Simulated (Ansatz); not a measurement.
Total energies of `Cc1cccc2cc3ccccc3cc12` from Ansatz at PBE0-D4/def2-SVP, gas phase (1 Eh = 27.2114 eV = 2625.5 kJ/mol). The reference geometry is relaxed at PBE-D4/def2-SVP.

| state | geometry | energy (Eh) |
| --- | --- | --- |
| charge 0 singlet | reference | -577.78201 |
| charge 1 doublet | reference | -577.52075 |
| charge -1 doublet | reference | -577.79959 |
| charge -1 doublet | relaxed at PBE-D4/def2-SVP | -577.80063 |
| free C atom (triplet) | – | -37.76066 |
| free H atom (doublet) | – | -0.50029 |

Task: Work out the vertical ionisation energy to the doublet.

Result: E(charge 1 doublet) − E(charge 0 singlet) = -577.52075 − (-577.78201) = 0.26126 Eh = 7.11 eV. For comparison, −ε of the highest occupied level is 5.63 eV at this level, 1.48 eV less.

Task: Work out the vertical electron affinity, to the doublet.

Result: E(charge 0 singlet) − E(charge -1 doublet) = -577.78201 − (-577.79959) = 0.01758 Eh = 0.48 eV. The basis lacks diffuse functions, which makes affinities too small.

Task: Give the fundamental gap IE − EA, the Mulliken electronegativity (IE + EA)/2 and the hardness (IE − EA)/2.

Result: From the values in Eh: IE − EA = 0.26126 − 0.01758 = 0.24368 Eh = 6.63 eV; (IE + EA)/2 = 3.79 eV; (IE − EA)/2 = 3.32 eV. The HOMO–LUMO gap of the same run is 3.78 eV, 2.85 eV smaller than the fundamental gap.

Task: How much does the charge -1 doublet relax, and what is the adiabatic electron affinity?

Result: Relaxation: -577.79959 − (-577.80063) = 0.00104 Eh = 0.03 eV. Adiabatic electron affinity: 0.01862 Eh = 0.51 eV, without zero-point energy. 

Task: What is the binding energy per atom against free atoms?

Result: Atoms: 15 × (-37.76066) + 12 × (-0.50029) = -572.41338 Eh. Binding: -572.41338 − (-577.78201) = 5.36863 Eh = 146.09 eV, or 5.41 eV for each of 27 atoms (no zero-point energy, no counterpoise term).

At PBE0-D4/def2-SVP the highest occupied level of the charge -1 doublet lies above zero (up to 0.99 eV). By energy differences its removal costs 0.48 eV (vertical, to the charge 0 singlet, at PBE0-D4/def2-SVP); self-interaction error and the lack of diffuse functions both raise the level. At PBE0-D4/def2-SVP the highest occupied level of the relaxed charge -1 doublet lies above zero (up to 0.81 eV). By energy differences its removal costs 0.51 eV (each at its own geometry, to the charge 0 singlet, at PBE0-D4/def2-SVP); self-interaction error and the lack of diffuse functions both raise the level.
